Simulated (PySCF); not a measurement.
PySCF input:

```python
from pyscf import gto, scf, dft

mol = gto.M(
    atom='''
    Si   -0.09157938   -0.35691874    0.01448109
    C    -0.04126805   -0.48723226    1.87906469
    C    -1.16399499   -1.67588052   -0.73887972
    O     1.40220069   -0.53551766   -0.63871851
    C     2.48924007    0.34594353   -0.41607871
    O    -0.60132780    1.15525045   -0.41250582
    C    -1.77567875    1.78738733    0.05256353
    H     0.58263264    0.29492718    2.31745150
    H    -1.03967073   -0.39542413    2.31365201
    H     0.36389775   -1.45340898    2.18755599
    H    -0.80175125   -2.67203477   -0.47690862
    H    -2.19549985   -1.59380145   -0.38782911
    H    -1.16778604   -1.59143017   -1.82695149
    H     3.32687197    0.01310768   -1.02922044
    H     2.23019711    1.37016051   -0.69612660
    H     2.80215713    0.33562576    0.63313119
    H    -1.83404745    2.77838791   -0.39858882
    H    -2.67394091    1.22799011   -0.23048764
    H    -1.76772165    1.90359161    1.14136267
    ''',
    basis='def2-tzvpd',
    charge=0,
    spin=0,
    verbose=4,
)

mf = dft.RKS(mol, xc='m062x').density_fit(auxbasis='def2-universal-jkfit')
mf.grids.level = 4
mf.conv_tol = 1e-9
mf.max_cycle = 100
mf.max_memory = 1500
mf.kernel()
if not mf.converged:
    mf = mf.newton()
    mf.kernel(mf.make_rdm1())
mf.analyze()
```

Q: What final total energy does it print?

A: -599.67152 Eh (M06-2X/def2-TZVPD).
